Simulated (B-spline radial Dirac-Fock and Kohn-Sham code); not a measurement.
Nd 3s: cross section and angular parameters

System: the Nd atom, 1s2 2s2 2p6 3s2 3p6 3d10 4s2 4p6 4d10 4f4 5s2 5p6 6s2; threshold 1575.0 eV (tabulated edge). Level of theory: Dirac-Hartree-Slater photoionisation with a Latter tail; cross sections with all multipoles, angular parameters from the dipole term and its interference with E2; a radial B-spline solver.

Input file task.json (cfg lists n, l and occupation; rrms is the nuclear radius in fm):

```json
{"items": [{
  "Z": 60,
  "q": 0,
  "cfg": [[1, 0, 2], [2, 0, 2], [2, 1, 6], [3, 0, 2], [3, 1, 6], [3, 2, 10], [4, 0, 2], [4, 1, 6], [4, 2, 10], [4, 3, 4], [5, 0, 2], [5, 1, 6], [6, 0, 2]],
  "A": 142,
  "rrms": 4.9123,
  "do": "xps",
  "hv": [60, 60.1, 66.9, 75.2, 153.0, 213.0, 235.0, 249.0, 338.0, 339.0, 362.0, 365.0, 428.0, 434.0, 511.0, 728.0, 800, 882.0, 954.0, 1000, 1253.6, 2930.0, 3610.0, 4000, 4030.0, 4910.0, 9220.0, 9251.7, 12000, 15000],
  "edges": {"K": 43569.0, "L1": 7126.0, "L2": 6722.0, "L3": 6208.0, "M1": 1575.0, "M2": 1403.0, "M3": 1297.0, "M4": 1003.3, "M5": 980.4, "N1": 319.2, "N2": 243.3, "N3": 224.6, "N4": 120.5, "N5": 120.5}
}]}
```

Run with: `python xray2_run.py task.json out`

```
hν (eV)  σ (kb)      β       γ
   2930    21.4  1.976   0.229
   3610    15.1  1.978   0.056
   4000    12.6  1.979  -0.009
   4030    12.5  1.979  -0.013
   4910    8.77  1.981  -0.100
   9220       ?      ?       ?
 9251.7    2.59  1.983   0.004
  12000    1.52  1.983   0.227
  15000   0.947  1.983   0.502
```

Q: Give the values at 9220 eV.

A: σ = 2.61 kb, β = 1.983, γ = 0.002. For an s subshell δ is negligible.

Values without a named source are computed, but for edge energies of neutral atoms, which are taken from tables.
